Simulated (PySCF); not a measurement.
# Radial density of Ta²⁺ (tantalum, charge +2)

BLYP, [Xe] 4f14 5d2 6p1, one real determinant (an excited configuration). All numbers are calculated (PySCF 2.14, scalar relativity through the core potential, in aug-cc-pVDZ-PP with ECP60MDF (5s5p4d2f, 54 functions)). This is the valence pseudo-density: the core potential removes the inner electrons and smooths the orbitals near the nucleus.

```csv
r (bohr),4πr²ρ (e/bohr),4πr²(ρα − ρβ)
0.139,2.312e-05,0.0000
0.234,0.0001330,0.0000
0.394,0.02802,0.0016
0.663,2.568,0.1030
1.12,9.838,0.9714
1.88,3.136,1.1523
3.16,0.6550,0.6227
5.31,0.08430,0.0842
8.93,0.0008043,0.0008
15.0,1.048e-05,0.0000
```

⟨L²⟩ = 13.85 against 20 for a pure G term, so this real determinant mixes terms. Energies and moments cover only the electrons outside the core potential. Spin-orbit coupling, absent here, splits the open shell strongly.
